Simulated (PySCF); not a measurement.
Species: C7H9OP.
Numbering: `[CH:1]#[C:2][P@@:3](=[O:4])([CH:5]=[CH2:6])[CH:7]1[CH2:8][CH2:9]1`

NICS is the negative of the GIAO shielding at a point without a nucleus: at the ring centre (0) and 1 Å above and below it (1); zz is the component along the ring normal. Level: GIAO PBE0/pcSseg-1 (PySCF, non-relativistic, gas phase) on the GFN2-xTB geometry, one conformer.

Ring bond lengths (Å), with Mayer bond orders in brackets: C7–C8 1.500 (0.94), C8–C9 1.490 (0.98), C9–C7 1.500 (0.94).

Question: What do the NICS probes read (ppm)?

Answer: 
| ring | type | NICS(0) | NICS(1), two faces | NICS(1)zz, two faces | rms pucker (Å) | centre to ring atoms, mean (Å) |
| --- | --- | --- | --- | --- | --- | --- |
| C7–C8–C9 | 3-membered carbocycle; formal bonds all single | -45.0 | -9.8 / -8.6 | -25.2 / -24.2 | 0.00 | 0.86 |

Question: What do they say, and how far can they be read as aromaticity?

Answer: 
- C7–C8–C9: mean NICS(1)zz -24.7 ppm, shielded. C7, C8, C9 have four or more neighbours, and the NICS criterion for π rings isn't applied. NICS(0) lies 36 ppm below the mean NICS(1).

Question: List the ring angles and the Hirshfeld charges of the ring atoms.

Answer: 
- C7–C8–C9: C7 59.6° (-0.093 e), C8 60.2° (-0.082 e), C9 60.2° (-0.081 e); sum 180.0° against 180° for a flat convex ring.

Question: What are the shieldings of the ring atoms and their hydrogens in the same run (means over atoms taken as equivalent)?

Answer: 
| atoms | environment | σ isotropic (ppm) |
| --- | --- | --- |
| C7 | sp3 carbon bound to phosphorus | 171.8 |
| C8 | three-membered-ring carbon | 184.1 |
| C9 | three-membered-ring carbon | 183.6 |
| H on C7 | methine hydrogen | 30.98 |
| H on C8 | methylene hydrogen | 30.87 |
| H on C8 | methylene hydrogen | 31.11 |
| H on C9 | methylene hydrogen | 30.60 |
| H on C9 | methylene hydrogen | 30.95 |

Conformer computed: `[CH:1]#[C:2][P@@:3](=[O:4])([CH:5]=[CH2:6])[CH:7]1[CH2:8][CH2:9]1`: C2–P3–C5–C6 -128°, C2–P3–C7–C8 158°.
